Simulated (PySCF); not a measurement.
A GIAO shielding run with PySCF 2.14.0 with density-fitted response routines (density fitting, non-relativistic, gas phase) on SMILES O[SiH2][Si@](C#C)(F)CC, C4H9FOSi2:

```
$ OMP_NUM_THREADS=1 python probes_run.py task.json out

{"job": {"kind": "nmr", "xc": "PBE0", "basis": "pcSseg-1"}, "charge": 0, "multiplicity": 1}
C     -1.890894     2.997157    -0.610423
C     -1.272737     1.966974    -0.564091
Si    -0.368122     0.351735    -0.455296
F     -0.223757    -0.122393    -2.018226
C      1.414827     0.733175     0.106791
C      2.268992    -0.522945     0.257894
Si    -1.530941    -1.276791     0.688881
O     -1.297462    -2.752650     0.046347
H     -2.423635     3.903539    -0.660474
H      1.392219     1.267299     1.058042
H      1.889326     1.404053    -0.612477
H      1.835401    -1.200489     0.991757
H      2.344447    -1.050378    -0.690998
H      3.276779    -0.269118     0.583248
H     -1.050170    -1.505303     2.048471
H     -2.968566    -0.974362     0.703124
H     -1.402702    -2.937475    -0.882480
```

Hardware: 1 thread of an Arm Neoverse V1, shared host. The job also computes population analyses, field gradients.

**Question.** How large is the calculation?

**Answer.** 78 electrons, 195 basis functions and 1058 auxiliary functions.

**Question.** How long does it take, and how much memory does it need?

**Answer.** 53 s of wall time, with 15 SCF cycles and 5 response iterations; peak memory 0.84 GiB. Times on a shared host scatter by some tens of per cent.
